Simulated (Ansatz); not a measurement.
Input file for Ansatz (a first-principles code): R-r2SCAN/def2-TZVPP on AlH4NO2 (SMILES [NH2][Al]([OH])[OH]), a point of a torsion scan.

Ansatz 0.2 input:
```yaml
crystal:
  periodic: [false, false, false]
  atoms:
    - {symbol: N, position_ang: [1.57228048, -0.19299327, 0.03677375]}
    - {symbol: Al, position_ang: [-0.08916722, -0.56964143, -0.54845161]}
    - {symbol: O, position_ang: [-0.38113364, -1.14043174, -2.07618052]}
    - {symbol: O, position_ang: [-1.35901605, -0.41804562, 0.50693849]}
    - {symbol: H, position_ang: [1.92983864, 0.74234177, -0.10644807]}
    - {symbol: H, position_ang: [1.71360418, -0.39384820, 1.01965377]}
    - {symbol: H, position_ang: [0.00082452, -1.39617695, -2.90231707]}
    - {symbol: H, position_ang: [-2.29031093, -0.50654991, 0.65026022]}
basis:
  gaussian:
    orbitals: def2-TZVPP
hamiltonian:
  xc: {name: r2SCAN}
scf: {lower_state_search: off}
```

The head of its log:

```
WARN ansatz: RAYON_NUM_THREADS=1 ignored (pool sized by the plan → 1); use --threads N
Functional definition: r2SCAN
these checks for a lower state are left out or cut short: stability, starts, cluster_reference, orbital_swaps, neighbouring_geometries, increment
integrals: 0.09 GiB planned
962 factors; their error is unknown
mean field: 0.68 GiB planned
mean field evaluation 1: about -12229.5905 eV, gradient 1.1e2 eV
mean field evaluation 2: about -12180.4041 eV, gradient 1.8e2 eV
```

Problem. Predict the final total energy.

Solution. -450.1591 hartree.
